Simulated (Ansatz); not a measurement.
Total energies of Be9O9H26 from Ansatz at PBE0-D4/def2-TZVP, gas phase (1 Eh = 27.2114 eV = 2625.5 kJ/mol). The reference geometry is relaxed at r2SCAN-D4/def2-SVP, loosely relaxed.

```xyz
44

Be   -1.655    1.690   -1.140
Be   -1.927    0.944    1.663
Be   -1.575   -0.895   -0.335
Be    0.498    2.967    0.390
Be    0.014    0.099   -2.536
Be    0.434    0.199    0.160
Be    0.737   -2.687    0.212
Be    2.051   -1.780   -1.482
Be    0.060   -2.884   -2.006
O    -2.550    1.455    0.276
O    -0.590    2.912   -0.779
O    -0.916    2.586    1.793
O    -0.600    0.218   -1.098
O    -0.822   -0.286    1.215
O    -0.732   -2.426   -0.569
O     1.223    1.506    0.535
O     0.782   -1.437   -2.579
O     1.485   -1.136    0.013
H    -2.369    1.762   -2.316
H    -2.513    0.765    2.893
H    -2.912   -1.179   -0.387
H    -1.863   -3.315    2.099
H     1.191    4.077    0.813
H     0.307    0.850   -3.619
H     3.379    1.129   -1.925
H    -0.329   -1.476    3.983
H     0.891   -3.358    1.379
H     3.987    2.359    1.463
H     3.363   -1.767   -1.795
H    -0.344   -3.875   -2.826
H     1.408   -3.199   -1.128
H    -3.434    1.128    0.054
H    -2.556   -3.074    1.896
H    -0.547    3.585   -1.470
H     2.755    1.557   -1.867
H    -1.624    3.183    1.479
H    -0.680    2.867    2.692
H    -0.899   -0.972    3.956
H    -0.687   -0.885    1.971
H    -1.424   -3.076   -0.349
H     3.488    2.914    1.313
H     2.135    1.563    0.843
H     1.108   -1.540   -3.493
H     2.253   -1.069    0.607
```

```csv
state,geometry,energy (Eh)
charge 0 singlet,reference,-825.46948
charge 1 doublet,reference,-825.14297
charge -1 doublet,reference,-825.47060
free Be atom (singlet),–,-14.63549
free O atom (triplet),–,-75.01860
free H atom (doublet),–,-0.50104
```

Single mean-field runs in def2-TZVP are fitted with def2-universal-jkfit.

Question: Work out the vertical ionisation energy to the doublet.

Answer: E(charge 1 doublet) − E(charge 0 singlet) = -825.14297 − (-825.46948) = 0.32651 Eh = 8.88 eV. For comparison, −ε of the highest occupied level is 6.87 eV at this level, 2.01 eV less.

Question: Work out the vertical electron affinity, to the doublet.

Answer: E(charge 0 singlet) − E(charge -1 doublet) = -825.46948 − (-825.47060) = 0.00112 Eh = 0.03 eV; so near zero that its sign isn't settled. The basis lacks diffuse functions, which makes affinities too small.

Question: Give the fundamental gap IE − EA, the Mulliken electronegativity (IE + EA)/2 and the hardness (IE − EA)/2.

Answer: From the values in Eh: IE − EA = 0.32651 − 0.00112 = 0.32539 Eh = 8.85 eV; (IE + EA)/2 = 4.46 eV; (IE − EA)/2 = 4.43 eV. The HOMO–LUMO gap of the same run is 5.89 eV, 2.96 eV smaller than the fundamental gap.

Question: What is the binding energy per atom against free atoms?

Answer: Atoms: 9 × (-14.63549) + 9 × (-75.01860) + 26 × (-0.50104) = -819.91385 Eh. Binding: -819.91385 − (-825.46948) = 5.55563 Eh = 151.18 eV, or 3.44 eV for each of 44 atoms (no zero-point energy, no counterpoise term).

The geometry of the charge 0 singlet is only loosely relaxed. The geometry of the charge 1 doublet is only loosely relaxed. The geometry of the charge -1 doublet is only loosely relaxed. At PBE0-D4/def2-TZVP the highest occupied level of the charge -1 doublet lies above zero (up to 1.18 eV). Energy differences put its binding near zero (0.03 eV; vertical, to the charge 0 singlet, at PBE0-D4/def2-TZVP), which leaves it undecided.
